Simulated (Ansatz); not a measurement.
C$_{3}$H$_{2}$BrF, SMILES `FC1C=C1Br`, relaxed with RKS PBE0-D4/def2-TZVP in Ansatz from a PBE-D4/def2-SVP geometry. The force threshold is 0.005 eV/Å; the program also tests the step.

The species carries charge 0 and has multiplicity 1.

Start:

```xyz
7

F     0.222    0.796    1.694
C     0.095   -0.198    0.742
C     0.734   -0.006   -0.600
C    -0.579    0.101   -0.531
Br   -2.182    0.450   -1.394
H     0.038   -1.180    1.253
H     1.672    0.036   -1.164
```

```csv
step,energy (eV),largest force (eV/Å),largest move (Å)
1,-75892.1115,0.836,0.000
2,-75892.1520,0.304,0.022
3,-75892.1568,0.087,0.010
4,-75892.1569,0.053,0.001
5,-75892.1570,0.005,0.002
6,-75892.1570,0.002,0.000
```

End:

```xyz
7

F     0.218    0.791    1.674
C     0.095   -0.205    0.728
C     0.725   -0.005   -0.592
C    -0.567    0.101   -0.527
Br   -2.157    0.446   -1.376
H     0.038   -1.163    1.239
H     1.647    0.036   -1.147
```

Hardware: 4 threads of an Arm Neoverse V1 on a shared host. Wall time 21 s, peak host memory 0.46 GiB.
